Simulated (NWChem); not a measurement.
System: AlCl, singlet; SMILES [Al][Cl]

```xyz
2

Al     0.0000     0.0000    -1.2166
Cl     0.0000     0.0000     0.9303
```
Atoms are numbered in this order, from 1.

Program: NWChem. Low-valent species are run as closed-shell singlets; no triplet was tried in these runs. Structure relaxed at the PBE0/def2-SVP level.

Taking PBE0/pcseg-2 as the yardstick, which of these has the fewest basis functions while keeping “dipole (D)” within 0.1 D of it: PBE0/aug-pcseg-1; PBE0/STO-3G; PBE0/def2-SVP; PBE0/pcseg-1?

PBE0/pcseg-1 (a larger set in the list lies outside the tolerance).
| level | basis functions | dipole (D) |
|---|---|---|
| PBE0/STO-3G | 18 | 3.96 |
| PBE0/pcseg-1 | 36 | 1.75 |
| PBE0/def2-SVP | 36 | 1.27 |
| PBE0/aug-pcseg-1 | 54 | 1.56 |
| PBE0/pcseg-2 | 68 | 1.69 |

The yardstick is one finite set, not the basis-set limit.
